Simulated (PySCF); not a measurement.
# Ionisation energy of Zn²⁺ by level of theory

Zn²⁺ [Ar] 3d10 (1S) → Zn³⁺ [Ar] 3d9 (2D), as a difference of total energies. All numbers are calculated (PySCF 2.14, the non-relativistic Hamiltonian (point nucleus), in 6-31G*). Correlated levels: valence: [Ar] frozen. The calculations carry no spin-orbit coupling.

**Question.** Order these methods by the ionisation energy they give, lowest first.
A. BP86
B. MP2 (valence)
C. SCS-MP2 (valence)
D. UHF

**Answer.** D (37.163 eV), C (38.883 eV), B (39.116 eV), A (39.690 eV).

These non-relativistic numbers lack the scalar-relativistic shift.

The reference lies between the lowest fine-structure levels, while these numbers refer to the centres of the terms.

Errors of the correlated levels include the incompleteness of this basis and the frozen core.

For comparison: 39.723 eV (measured; NIST Atomic Spectra Database, ionization energies).
